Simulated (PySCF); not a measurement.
C2H9FSi2, SMILES F[SiH2][SiH2]CC.

The structure is a stationary point at PBE-D3(BJ)/def2-SVP. The structure was generated by enumeration, and PubChem lists no compound with its InChIKey, so it may never have been made. Other conformers were not sampled.

Calculation: PBE-D3(BJ)/def2-SVP in PySCF.

Frequencies are harmonic and unscaled.

Computed vibrational spectrum:
```json
[
 {"mode": "1", "ν (cm⁻¹)": "35", "IR (km/mol)": "1.4", "moving atoms (share of kinetic energy)": "F 42 %, Si 21 %, C 20 %, H 18 %"},
 {"mode": "2", "ν (cm⁻¹)": "66", "IR (km/mol)": "0.9", "moving atoms (share of kinetic energy)": "H 49 %, C 37 %, F 12 %"},
 {"mode": "3", "ν (cm⁻¹)": "89", "IR (km/mol)": "0.5", "moving atoms (share of kinetic energy)": "Si 40 %, H 29 %, C 20 %, F 10 %"},
 {"mode": "4", "ν (cm⁻¹)": "167", "IR (km/mol)": "4.5", "moving atoms (share of kinetic energy)": "Si 33 %, F 33 %, H 21 %, C 13 %"},
 {"mode": "5", "ν (cm⁻¹)": "214", "IR (km/mol)": "0.3", "moving atoms (share of kinetic energy)": "H 92 %"},
 {"mode": "6", "ν (cm⁻¹)": "255", "IR (km/mol)": "4.1", "moving atoms (share of kinetic energy)": "C 45 %, H 32 %, Si 22 %"},
 {"mode": "7", "ν (cm⁻¹)": "396", "IR (km/mol)": "20.0", "moving atoms (share of kinetic energy)": "H 75 %, Si 18 %"},
 {"mode": "8", "ν (cm⁻¹)": "412", "IR (km/mol)": "5.5", "moving atoms (share of kinetic energy)": "Si 69 %, H 27 %"},
 {"mode": "9", "ν (cm⁻¹)": "487", "IR (km/mol)": "5.3", "moving atoms (share of kinetic energy)": "H 78 %, Si 19 %"},
 {"mode": "10", "ν (cm⁻¹)": "592", "IR (km/mol)": "6.6", "moving atoms (share of kinetic energy)": "H 83 %, Si 12 %"},
 {"mode": "11", "ν (cm⁻¹)": "649", "IR (km/mol)": "6.8", "moving atoms (share of kinetic energy)": "C 44 %, Si 34 %, H 22 %"},
 {"mode": "12", "ν (cm⁻¹)": "707", "IR (km/mol)": "23.7", "moving atoms (share of kinetic energy)": "H 88 %"},
 {"mode": "13", "ν (cm⁻¹)": "744", "IR (km/mol)": "153.0", "moving atoms (share of kinetic energy)": "H 86 %, Si 10 %"},
 {"mode": "14", "ν (cm⁻¹)": "750", "IR (km/mol)": "62.4", "moving atoms (share of kinetic energy)": "H 86 %, C 10 %"},
 {"mode": "15", "ν (cm⁻¹)": "814", "IR (km/mol)": "27.9", "moving atoms (share of kinetic energy)": "F 45 %, H 39 %, Si 15 %"},
 {"mode": "16", "ν (cm⁻¹)": "867", "IR (km/mol)": "253.1", "moving atoms (share of kinetic energy)": "H 68 %, Si 21 %, F 11 %"},
 {"mode": "17", "ν (cm⁻¹)": "893", "IR (km/mol)": "26.7", "moving atoms (share of kinetic energy)": "H 86 %, Si 11 %"},
 {"mode": "18", "ν (cm⁻¹)": "917", "IR (km/mol)": "87.3", "moving atoms (share of kinetic energy)": "H 88 %, Si 10 %"},
 {"mode": "19", "ν (cm⁻¹)": "955", "IR (km/mol)": "9.6", "moving atoms (share of kinetic energy)": "H 77 %, C 22 %"},
 {"mode": "20", "ν (cm⁻¹)": "962", "IR (km/mol)": "7.2", "moving atoms (share of kinetic energy)": "H 82 %, C 16 %"},
 {"mode": "21", "ν (cm⁻¹)": "1027", "IR (km/mol)": "20.4", "moving atoms (share of kinetic energy)": "C 69 %, H 30 %"},
 {"mode": "22", "ν (cm⁻¹)": "1205", "IR (km/mol)": "0.2", "moving atoms (share of kinetic energy)": "H 63 %, C 36 %"},
 {"mode": "23", "ν (cm⁻¹)": "1208", "IR (km/mol)": "0.8", "moving atoms (share of kinetic energy)": "H 80 %, C 20 %"},
 {"mode": "24", "ν (cm⁻¹)": "1345", "IR (km/mol)": "3.1", "moving atoms (share of kinetic energy)": "H 82 %, C 18 %"},
 {"mode": "25", "ν (cm⁻¹)": "1383", "IR (km/mol)": "2.3", "moving atoms (share of kinetic energy)": "H 91 %, C 9 %"},
 {"mode": "26", "ν (cm⁻¹)": "1423", "IR (km/mol)": "3.0", "moving atoms (share of kinetic energy)": "H 96 %"},
 {"mode": "27", "ν (cm⁻¹)": "1426", "IR (km/mol)": "8.4", "moving atoms (share of kinetic energy)": "H 97 %"},
 {"mode": "28", "ν (cm⁻¹)": "2132", "IR (km/mol)": "75.1", "moving atoms (share of kinetic energy)": "H 97 %"},
 {"mode": "29", "ν (cm⁻¹)": "2143", "IR (km/mol)": "15.5", "moving atoms (share of kinetic energy)": "H 96 %"},
 {"mode": "30", "ν (cm⁻¹)": "2147", "IR (km/mol)": "149.3", "moving atoms (share of kinetic energy)": "H 97 %"},
 {"mode": "31", "ν (cm⁻¹)": "2159", "IR (km/mol)": "156.0", "moving atoms (share of kinetic energy)": "H 96 %"},
 {"mode": "32", "ν (cm⁻¹)": "2965", "IR (km/mol)": "33.5", "moving atoms (share of kinetic energy)": "H 97 %"},
 {"mode": "33", "ν (cm⁻¹)": "2973", "IR (km/mol)": "7.2", "moving atoms (share of kinetic energy)": "H 95 %"},
 {"mode": "34", "ν (cm⁻¹)": "3021", "IR (km/mol)": "1.1", "moving atoms (share of kinetic energy)": "H 91 %, C 9 %"},
 {"mode": "35", "ν (cm⁻¹)": "3048", "IR (km/mol)": "17.1", "moving atoms (share of kinetic energy)": "H 91 %, C 9 %"},
 {"mode": "36", "ν (cm⁻¹)": "3057", "IR (km/mol)": "17.4", "moving atoms (share of kinetic energy)": "H 91 %, C 9 %"}
]
```
